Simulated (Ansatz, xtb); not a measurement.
# Ligand exchange: CH3K + HOCN → KOH + C2H3N

Species: CH3K `[CH3][K]`, singlet; HOCN (cyanic acid) `N#CO`, singlet; KOH `[OH][K]`, singlet; C2H3N (acetonitrile) `CC#N`, singlet. The partners trade CH3 for OH: K–CH3 and C–OH bonds give way to K–OH and C–CH3.

Shapes, held fixed at every level: PBE0-D4/def2-TZVP. Programs: Ansatz 0.2.0, xtb 6.7.1. The zero-point and thermal change to 298 K, harmonic and unscaled (PBE0-D4/def2-TZVP), is +7.9 kJ/mol.

Question: Estimate ΔH(298 K) of this reaction.

Answer: The highest level, CCSD(T)/def2-TZVPP, gives ΔH(298 K) = -224.0 kJ/mol; the levels span -236.0 to -153.9. GFN1-xTB strays far from the other rows. The column of differences is taken from that level and isn't an error. No measured value is set beside it here. Correlated rows may include outer-core shells of K, which these sets cover unevenly. Times are processor times on shared x86 and Arm servers, and rough.

```json
{"level": "GFN1-xTB", "kind": "semi-empirical", "ΔH(298 K) (kJ/mol)": "-153.9", "less CCSD(T)/def2-TZVPP": "+70.1", "CPU time (sum over the molecules)": "0.14 s"}
{"level": "SPW92/def2-TZVPP", "kind": "LDA", "ΔH(298 K) (kJ/mol)": "-203.2", "less CCSD(T)/def2-TZVPP": "+20.8", "CPU time (sum over the molecules)": "6.7 s"}
{"level": "BHLYP-D4/def2-TZVPP", "kind": "global hybrid", "ΔH(298 K) (kJ/mol)": "-232.1", "less CCSD(T)/def2-TZVPP": "-8.1", "CPU time (sum over the molecules)": "11 s"}
{"level": "r2SCAN0-D4/def2-TZVPP", "kind": "global hybrid", "ΔH(298 K) (kJ/mol)": "-229.1", "less CCSD(T)/def2-TZVPP": "-5.1", "CPU time (sum over the molecules)": "17 s"}
{"level": "wB97X-V/def2-TZVPP", "kind": "range-separated hybrid", "ΔH(298 K) (kJ/mol)": "-232.5", "less CCSD(T)/def2-TZVPP": "-8.5", "CPU time (sum over the molecules)": "34 s"}
{"level": "B2PLYP/def2-TZVPP", "kind": "double hybrid", "ΔH(298 K) (kJ/mol)": "-228.4", "less CCSD(T)/def2-TZVPP": "-4.4", "CPU time (sum over the molecules)": "18 s"}
{"level": "MP2/def2-TZVPP", "kind": "perturbation theory", "ΔH(298 K) (kJ/mol)": "-236.0", "less CCSD(T)/def2-TZVPP": "-12.0", "CPU time (sum over the molecules)": "–"}
{"level": "CCSD/def2-TZVPP", "kind": "coupled cluster or CI", "ΔH(298 K) (kJ/mol)": "-228.4", "less CCSD(T)/def2-TZVPP": "-4.4", "CPU time (sum over the molecules)": "–"}
{"level": "CCSD(T)/def2-TZVPP", "kind": "coupled cluster or CI", "ΔH(298 K) (kJ/mol)": "-224.0", "less CCSD(T)/def2-TZVPP": "0.0", "CPU time (sum over the molecules)": "33 s"}
```
